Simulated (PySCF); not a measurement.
Compound: C3H8BNO3.
Z-matrix (Å and degrees, PBE0-D3(BJ)/def2-SVP geometry), rows numbered from 1:
```
C 
O   1  1.4071
B   2  1.3432  1  132.71
N   3  1.4658  2  130.63  1     1.33
C   4  1.3638  3  136.22  2     3.72
O   5  1.2076  4  127.67  3    -1.63
O   3  1.3654  2  118.57  1  -178.19
C   7  1.4031  3  121.26  2     0.50
H   1  1.1014  2  108.77  3   118.59
H   1  1.1011  2  108.58  3  -124.22
H   1  1.0977  2  112.09  3    -2.90
H   4  1.0158  3  110.87  2  -178.58
H   5  1.1174  4  111.49  3   178.17
H   8  1.0996  7  108.26  3   161.98
H   8  1.1031  7  111.18  3   -79.02
H   8  1.1013  7  111.86  3    41.65
```

The closed-shell ground state was solved at several levels (PySCF, density fitting, gas phase, non-relativistic).

```
              level  basis functions  total energy (Eh)  HOMO (eV)  LUMO (eV)  gap (eV)  dipole (D)
 CAM-B3LYP/pcSseg-1              176          -424.3286      -9.12       1.17     10.29        2.10
      PBE0/pcSseg-1              176          -424.0169      -7.67      -0.03      7.64        2.13
CAM-B3LYP/def2-SVPD              233          -424.0797      -9.24       0.74      9.98        2.23
```

(1) Estimate the row for B3LYP/pcJ-1, a basis of 296 functions; the other rows only guide the guess.

(2) Over all these levels, which gives the widest orbital gap and which the narrowest?

(3) How far do the dipole and the HOMO energy spread over the levels?

Answers

(1) Total energy -424.5629 Eh, HOMO -7.40 eV, LUMO -0.28 eV, gap 7.12 eV, dipole 2.14 D.

(2) CAM-B3LYP/pcSseg-1 (range-separated hybrid) has the widest, 10.29 eV, and B3LYP/pcJ-1 (global hybrid, 20 % exact exchange) the narrowest, 7.12 eV. Functional and basis both differ between the two, so the spread mixes both effects.

(3) The dipole runs from 2.10 to 2.23 D (mean 2.15 D) and the HOMO from -9.24 to -7.40 eV.

One conformer stands for the species.
